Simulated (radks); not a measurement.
Species: Ba3+. Configuration: [Kr] 4d10 5s2 5p5 (the NIST ground configuration).

All-electron calculation, non-relativistic Kohn-Sham, LB94 model potential, spin-polarised, spherical densities, point nucleus; open shells are filled with parallel spins first (spin-orbit coupling, left out, can overturn this in heavy ions); relativity is left out, which matters for an element this heavy. Program: a radial shooting solver on a logarithmic mesh with Libxc functionals.

Energy parts (hartree):
part                   energy
kinetic             7902.6986
electron-nucleus  -18650.4713
Hartree             3054.8380
(The LB94 potential has no energy functional, so no total or exchange-correlation energy is given.)

Orbitals (lengths in bohr, moments of r in powers of bohr):
orbital  occ.  eigenvalue (hartree)      <r>
1s up       1             -1313.459  0.02710
1s down     1             -1313.459  0.02710
2s up       1             -203.4932   0.1162
2s down     1             -203.4919   0.1162
2p up       3             -192.2782  0.09877
2p down     3             -192.2762  0.09877
3s up       1             -44.17591   0.3059
3s down     1             -44.17480   0.3059
3p up       3             -39.32151   0.2958
3p down     3             -39.32022   0.2958
3d up       5             -30.25633   0.2663
3d down     5             -30.25520   0.2663
4s up       1              -9.53278   0.7044
4s down     1              -9.53026   0.7048
4p up       3              -7.77094   0.7282
4p down     3              -7.76942   0.7287
4d up       5              -4.70108   0.7916
4d down     5              -4.70188   0.7923
4f up       0              -1.24329    1.131
4f down     0              -1.24478    1.125
5s up       1              -2.25941    1.656
5s down     1              -2.25608    1.649
5p up       3              -1.77500    1.849
5p down     2              -1.76722    1.840
6s up       0              -0.92734    3.462
6s down     0              -0.91933    3.473

The highest occupied level is 5p down at -48.089 eV. For comparison, the ionisation energy in NIST's Atomic Spectra Database is 47.0 eV (semi-empirical). In exact Kohn-Sham theory the highest level is minus the ionisation energy, but local and semilocal functionals leave it too shallow, through self-interaction and a potential that decays too fast; potentials with the right tail come closer. The electron density at the nucleus is 1.244e+05 e/bohr^3. The spin density at the nucleus is -0.4989 e/bohr^3 (1s -0.0807, 2s 0.0914, 3s 0.0997, 4s 0.2353, 5s -0.8447). The density falls to 0.001 e/bohr^3 at r = 3.59 bohr.
